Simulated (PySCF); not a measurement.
A structure optimised at PBE0-D3(BJ)/def2-SVP (Å):
```
atom  x, y, z in Å
B1     2.461   -0.037    0.270
P2     0.869    0.862    0.519
Si3   -0.802   -0.500   -0.093
N4    -2.292    0.263    0.321
H5     2.528   -1.190    0.623
H6     3.441    0.551   -0.116
H7     0.840    1.969   -0.367
H8    -0.867   -0.766   -1.561
H9    -0.451   -1.778    0.610
H10   -2.471    0.563    1.273
H11   -3.147   -0.017   -0.146
```

Neutral, closed shell.

(1) Read off the bonds between heavy atoms and their formal orders.

(2) Write the SMILES.

(3) Classify the heavy atoms.

(4) What is the arrangement about B1?

(5) What is the arrangement about Si3?

Results:

(1) B1–P2 1.85 Å (single); P2–Si3 2.24 Å (single); Si3–N4 1.72 Å (single). Bonds to hydrogen (Å): B1–H5 1.21; B1–H6 1.21; P2–H7 1.42; Si3–H8 1.49; Si3–H9 1.50; N4–H10 1.01; N4–H11 1.01.

(2) `BP[SiH2]N`, BH7NPSi. Among its features: Si–H bond and three-coordinate boron.

(3) B1: three-coordinate boron; P2: three-coordinate phosphorus; Si3: SiH2 silicon; N4: silicon-bound nitrogen.

(4) It has 3 neighbours (P2, H5, H6) and is planar (angles 120.9°, 120.4° and 118.3°, sum 359.6°, 0.05 Å off the plane of its three neighbours).

(5) It has 4 neighbours (P2, N4, H8, H9) and is distorted tetrahedral (angles from 102.4° to 117.8°).

All values are computed, not measured.
